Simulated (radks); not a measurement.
The tellurium anion Te2-, [Xe], held by a Watson sphere: a shell of charge +1.95 at radius R that stands for the Madelung well of a crystal (potential energy -1.95/R inside, -1.95/r outside, in hartree with lengths in bohr). Method: scalar-relativistic Kohn-Sham, LDA (Slater exchange, Perdew-Wang correlation), spin-polarised, spherical densities, finite nucleus; Fermi nuclear charge, rms radius of each element as measured or else 0.836 A^(1/3) + 0.57 fm; computed with a radial shooting solver on a logarithmic mesh with Libxc functionals. Response by self-consistent Sternheimer equations with the Hartree and adiabatic LDA kernel, the relativistic mass of each level held fixed and spin-orbit coupling left out. The sphere does not respond.

R (bohr)  e(4d) (eV)  e(5s) (eV)  e(5p) (eV)  <r> 5p (bohr)  sum of <r^2> (bohr^2)  X-ray form factor at sin(theta)/lambda = 0.3 1/angstrom  alpha (bohr^3)
2.91         -39.884     -15.099      -6.472          2.740                  81.67                                                   35.954           52.95
2.96         -39.818     -15.000      -6.403          2.752                  82.21                                                   35.960           54.19
3.33         -39.389     -14.315      -5.883          2.841                  86.12                                                   35.995           64.40
3.86         -38.867     -13.481      -5.158          2.956                  91.46                                                   36.028           82.39
4.31         -38.463     -12.886      -4.589          3.042                  95.74                                                   36.044           101.0
5.08         -37.836     -12.054      -3.738          3.168                  102.6                                                   36.054           141.1
